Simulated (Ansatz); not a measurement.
AsN, closed-shell singlet (the spin of the measured ground state), most abundant isotopes (14.0031 and 74.9216 u). Constants from fifth-degree fits in 1/R to seven points on the lowest solution found; no spin–orbit coupling, no relativity up to Kr; ω_e x_e and α_e move by some per cent with the fit.

Correlated levels freeze the inner cores; with def2 sets outer-core shells near the valence are correlated too.

The values were computed with Ansatz (a first-principles code). 

Total energies (hartree; each atom in its lowest state at that level) and vibrational constants (cm⁻¹):

| level | E(AsN) at r_e | E(N) | E(As) | ω_e | ω_e x_e |
|---|---|---|---|---|---|
| PBE/def2-TZVPP | -2290.204960 | -54.532142 | -2235.470241 | 1085 | 4.3 |
| B3LYP/def2-TZVPP | -2290.634990 | -54.603975 | -2235.848740 | 1137 | 4.3 |
| wB97M-V/def2-TZVPP | -2290.454861 | -54.592608 | -2235.687098 | 1201 | 3.9 |
| CCSD(T)/def2-QZVPP | -2289.412321 | -54.525016 | -2234.707706 | 1082 | 5.1 |

**Question.** Work out D_e and D₀ in eV.

**Answer.** 
D_e = E(N) + E(As) − E(molecule), times 27.2114 eV; D₀ = D_e − (ω_e/2 − ω_e x_e/4)/8065.54.
- PBE/def2-TZVPP: D_e = 5.512, zero point 0.067, D₀ = 5.445 eV
- B3LYP/def2-TZVPP: D_e = 4.960, zero point 0.070, D₀ = 4.890 eV
- wB97M-V/def2-TZVPP: D_e = 4.766, zero point 0.074, D₀ = 4.692 eV
- CCSD(T)/def2-QZVPP: D_e = 4.887, zero point 0.067, D₀ = 4.820 eV
No counterpoise correction is made.

Doubts at one or more of the structures used: a restricted determinant that unrestricted orbitals would lower (CCSD(T)/def2-QZVPP).
